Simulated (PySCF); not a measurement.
Calculation: PBE-D3(BJ)/def2-TZVP // CAM-B3LYP-D3(BJ)/def2-TZVP run with PySCF. All species are isolated molecules in the gas phase. One relaxed conformer stands for a flexible species; it need not be the lowest. Excitations are Tamm–Dancoff values on a coarser integration grid. The basis has no diffuse functions, so Rydberg states are missing or too high.

Reference species (SMILES): `[NH2][Ga]([Br])[Br]` (neutral, multiplicity 1).

```
Property                Value
-------------------  --------
S1–T1 gap (TDA)       0.33 eV
HOMO                 -6.58 eV
S1 excitation (TDA)   4.58 eV
T1 excitation (TDA)   4.25 eV
```

Changed species: `[NH2][Ga]([NH2])[Br]` (2 of 3 Br replaced by NH2; the reference has 1 of 3 Br replaced by NH2).

Give the shifts of the S1–T1 gap (TDA), HOMO, S1 excitation (TDA) and T1 excitation (TDA).

the S1–T1 gap (TDA) hardly moves; the HOMO goes up by 0.79 eV, to -5.79 eV; the S1 excitation (TDA) increases by 0.13 eV, to 4.71 eV; the T1 excitation (TDA) increases by 0.13 eV, to 4.38 eV.
